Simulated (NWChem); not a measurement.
System: BH2I; SMILES BI

All runs: NWChem. def2 effective core potentials on I; no spin-orbit coupling. Each level has its own optimisation; frequencies are unscaled.

```
level                                                   r B–H (Å)  r B–I (Å)  highest harmonic frequency (cm⁻¹)  lowest (cm⁻¹)  zero-point energy (kcal/mol)
------------------------------------------------------  ---------  ---------  ---------------------------------  -------------  ----------------------------
LDA (Slater exchange, VWN5)/def2-SVP (core potentials)      1.213      2.091                               2673            616                          12.1
CAM-B3LYP/def2-SVP (core potentials)                        1.198      2.106                               2762            610                          12.7
B3LYP/3-21G (all-electron, non-relativistic)                  ___        ___                                ___            ___                          12.8
PBE0/def2-SVP (core potentials)                             1.202      2.104                               2754            612                          12.6
```

Question: What belongs in the gaps?

Answer: 
- B3LYP/3-21G (all-electron, non-relativistic), r B–H (Å): 1.186
- B3LYP/3-21G (all-electron, non-relativistic), r B–I (Å): 2.166
- B3LYP/3-21G (all-electron, non-relativistic), highest harmonic frequency (cm⁻¹): 2816
- B3LYP/3-21G (all-electron, non-relativistic), lowest (cm⁻¹): 551
